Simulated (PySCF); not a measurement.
Compound: 3-chlorobenzonitrile, C7H4ClN.
Geometry (GFN2-xTB, Å), atoms numbered from 1 in this order:
```xyz
13
C7H4ClN angstrom
N     -3.224   -1.644   -0.396
C     -2.215   -1.117   -0.271
C     -0.970   -0.460   -0.119
C     -0.914    0.934   -0.121
C      0.307    1.564    0.026
C      1.468    0.824    0.175
C      1.402   -0.563    0.177
Cl     2.850   -1.487    0.364
C      0.191   -1.217    0.032
H     -1.822    1.506   -0.237
H      0.358    2.642    0.027
H      2.422    1.314    0.291
H      0.143   -2.295    0.035
```

Vertical excitations from PySCF (density fitting, frozen core in the response, grid level 2 and gas phase unless stated; continuum runs use non-equilibrium linear response for the excitations) on a GFN2-xTB geometry. Reference run:

| settings | S1, eV (f) | S2, eV (f) | S3, eV (f) | S4, eV (f) | S5, eV (f) | S6, eV (f) | T1, eV (Tamm–Dancoff) | mean α (au) |
| --- | --- | --- | --- | --- | --- | --- | --- | --- |
| PBE0/def2-SVPD, full TDDFT, 6 singlets | 4.93 (0.023) | 5.58 (0.100) | 6.26 (0.663) | 6.37 (0.000) | 6.47 (0.221) | 6.50 (0.000) | 3.69 | 98.5 |

Task: What do these settings give: PBE0/6-31++G**, IEF-PCM water, fitting basis def2-universal-jkfit, full TDDFT, 25 singlets?

Result: 
```
                                                                                  settings    S1, eV (f)    S2, eV (f)    S3, eV (f)    S4, eV (f)    S5, eV (f)    S6, eV (f)  T1, eV (Tamm–Dancoff)  mean α (au)
PBE0/6-31++G**, IEF-PCM water, fitting basis def2-universal-jkfit, full TDDFT, 25 singlets  4.91 (0.047)  5.54 (0.175)  6.21 (0.825)  6.47 (0.000)  6.49 (0.312)  6.52 (0.000)                   3.73        129.5
```

S1 moves by -0.02 eV; basis and environment change together, so the shift can't be laid on one. States are counted by energy in each run and needn't keep their character from row to row.

All basis functions are spherical, in the Pople sets too.

Task: Give the leading configurations of S1 (H = HOMO, L = LUMO) and the HOMO–LUMO gap of each run.

Result: 
```csv
settings,S1 configurations (weight),S1 (eV),orbital gap (eV),S1 − gap (eV)
"PBE0/def2-SVPD, full TDDFT, 6 singlets","H→L 0.62, H−1→L 0.14, H−1→L+1 0.13",4.93,5.91,-0.98
"PBE0/6-31++G**, IEF-PCM water, fitting basis def2-universal-jkfit, full TDDFT, 25 singlets","H→L 0.73, H−1→L+1 0.12, H−1→L 0.09",4.91,5.87,-0.96
```

The species at its GFN2-xTB geometry.
